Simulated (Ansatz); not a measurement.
Geometry optimisation, RKS PBE/def2-SVP in Ansatz 0.2.0.

The input (input.yaml):

```yaml
crystal:
  periodic: [false, false, false]
  atoms:
    - { symbol: C, position_ang: [-1.123, 0.6763, -0.2327] }
    - { symbol: B, position_ang: [0.005, -0.3355, -0.1144] }
    - { symbol: "N", position_ang: [0.1444, -1.1367, 1.1536] }
    - { symbol: Te, position_ang: [1.4733, -0.6165, -1.8169] }
    - { symbol: H, position_ang: [-1.8235, 0.4314, -1.1125] }
    - { symbol: H, position_ang: [-1.7713, 0.7551, 0.6877] }
    - { symbol: H, position_ang: [-0.7193, 1.7317, -0.4227] }
    - { symbol: H, position_ang: [1.0576, -1.728, 1.0439] }
    - { symbol: H, position_ang: [0.4017, -0.4412, 1.9713] }
    - { symbol: H, position_ang: [2.4385, 0.6123, -1.1544] }
basis:
  gaussian: { orbitals: def2-SVP }
hamiltonian:
  xc: pbe
relax:
  f_tol: 0.02
  max_steps: 40
output:
  orbitals: {}
```

Launched with:

```bash
$ ansatz run input.yaml --threads 2 --pin off --max-ram 3072MiB --backend cpu --events-out ev --progress --plain --runs-dir out
```

Task: Where does it end, and by what steps?

Result: It converged. After 13 steps the energy has fallen by 1.140 eV; H10 moved furthest, 1.45 Å.

| step | energy less start (eV) | largest force component (eV/Å) | accepted |
| --- | --- | --- | --- |
| 0 | 0.0000 | 3.258 | yes |
| 1 | -0.4347 | 2.310 | yes |
| 2 | -0.7380 | 1.013 | yes |
| 3 | -0.9197 | 0.400 | yes |
| 4 | -0.9593 | 0.264 | yes |
| 5 | -1.0029 | 0.157 | yes |
| 6 | -1.0386 | 0.399 | yes |
| 7 | -1.0798 | 0.348 | yes |
| 8 | -1.1184 | 0.129 | yes |
| 9 | -1.1343 | 0.157 | yes |
| 10 | -1.1354 | 0.139 | yes |
| 11 | -1.1317 | 0.261 | no |
| 12 | -1.1399 | 0.024 | yes |
| 13 | -1.1402 | 0.013 | yes |

```xyz
10
Properties=species:S:1:pos:R:3
C -1.270 0.693 -0.212
B 0.132 -0.035 -0.111
N 0.552 -0.697 1.052
Te 1.444 0.037 -1.886
H -1.838 0.382 -1.113
H -1.913 0.502 0.673
H -1.135 1.793 -0.294
H 1.451 -1.167 1.164
H -0.041 -0.747 1.883
H 2.700 -0.814 -1.154
```

The run took 49 s on 2 threads of Arm Neoverse N1 (shared host), peak memory 0.14 GiB.
